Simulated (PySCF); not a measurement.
System (SMILES): PP (P2H4).
Geometry (B3LYP-D3(BJ)/def2-TZVP, fixed):
```xyz
6

P     -1.0203    -0.4713    -0.0535
P      1.0203     0.4711     0.0549
H     -1.5176     0.2567     1.0604
H     -1.5148     0.4895    -0.9757
H      1.5219    -0.4987     0.9637
H      1.5105    -0.2449    -1.0699
```
Charge 0, spin multiplicity 1.

Basis-set convergence of the mean static polarisability at PBE0 with PySCF. All functions are spherical. Density fitting with generated auxiliary sets. In sets without p functions on hydrogen, species with hydrogen take exact integrals. No added dispersion term, no relativity. Reference: the value in aug-pcseg-2, 59.12 bohr³, itself unsure by roughly 0.2 % (its distance from aug-cc-pV(T+d)Z). Deviations are taken from unrounded values.

```tsv
basis	functions	mean static polarisability (bohr³)
6-31G*	44	45.34
6-31+G*	52	49.29
def2-SVP	56	45.50
def2-SVPD	80	56.85
pcseg-1	56	49.52
aug-pcseg-1	90	58.36
cc-pV(D+d)Z	66	47.73
aug-cc-pV(D+d)Z	100	58.52
6-311G**	76	50.52
6-311+G**	84	50.72
def2-TZVP	98	53.10
def2-TZVPD	122	58.73
pcseg-2	124	51.86
aug-pcseg-2	192	59.12
cc-pV(T+d)Z	134	53.41
aug-cc-pV(T+d)Z	202	59.23
def2-TZVPP	140	53.60
def2-TZVPPD	164	58.82
def2-QZVPP	260	56.93
def2-QZVPPD	284	59.27
```

What the diffuse functions change, pair by pair:
- 6-31G* to 6-31+G*: 8 more functions, deviation -23.3 to -16.6 %
- def2-SVP to def2-SVPD: 24 more functions, deviation -23.0 to -3.8 %
- pcseg-1 to aug-pcseg-1: 34 more functions, deviation -16.2 to -1.3 %
- cc-pV(D+d)Z to aug-cc-pV(D+d)Z: 34 more functions, deviation -19.3 to -1.0 %
- 6-311G** to 6-311+G**: 8 more functions, deviation -14.5 to -14.2 %
- def2-TZVP to def2-TZVPD: 24 more functions, deviation -10.2 to -0.7 %
- pcseg-2 to aug-pcseg-2: 68 more functions, deviation -12.3 to 0.0 %
- cc-pV(T+d)Z to aug-cc-pV(T+d)Z: 68 more functions, deviation -9.7 to 0.2 %
- def2-TZVPP to def2-TZVPPD: 24 more functions, deviation -9.3 to -0.5 %
- def2-QZVPP to def2-QZVPPD: 24 more functions, deviation -3.7 to 0.3 %

Leaving out the reference's own pair, they bring the value nearer the reference by more than 0.2 % in 9 of 9 pairs.
